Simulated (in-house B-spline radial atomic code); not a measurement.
A fraction x of an electron is removed from 3d in Cu5+, starting from [Ar] 3d6 and keeping the highest spin. Level of theory: scalar-relativistic (X2C) BP86, spin-polarised, spherical fractional occupations, Fermi nucleus of rms radius 3.8823 fm; calculated with a radial B-spline atomic code at the basis-set limit.

| x | E(x) - E(0) (eV) | 3d down level (eV) |
| --- | --- | --- |
| 0 | 0.0000 | -92.167 |
| 0.07 | 6.5113 | -93.873 |
| 0.19 | 17.9525 | -96.817 |
| 0.35 | 33.7600 | -100.785 |
| 0.46 | 44.9977 | -103.540 |
| 0.5 | 49.1594 | -104.547 |
| 0.6 | 59.7404 | -107.076 |
| 0.69 | 69.4803 | -109.368 |
| 0.85 | 87.3073 | -113.477 |
| 0.93 | 96.4682 | -115.548 |
| 1 | 104.6202 | - |

The exact functional would give a straight line between the two integer points. Deviations E(x) - E(0) - x[E(1) - E(0)], in eV: -0.812 at x = 0.07, -1.925 at x = 0.19, -2.857 at x = 0.35, -3.128 at x = 0.46, -3.151 at x = 0.5, -3.032 at x = 0.6, -2.708 at x = 0.69, -1.62 at x = 0.85, -0.829 at x = 0.93.

The curve lies below the straight line by up to 3.151 eV (at x = 0.5): convex, the delocalisation error that favours fractional charges.

(1) How well does Slater's transition state (minus the level at half occupation) give the ionisation energy?

Results:

(1) It gives 104.547 eV against 104.620 eV from the two total energies; NIST lists 103.00 eV, ground level to ground level.
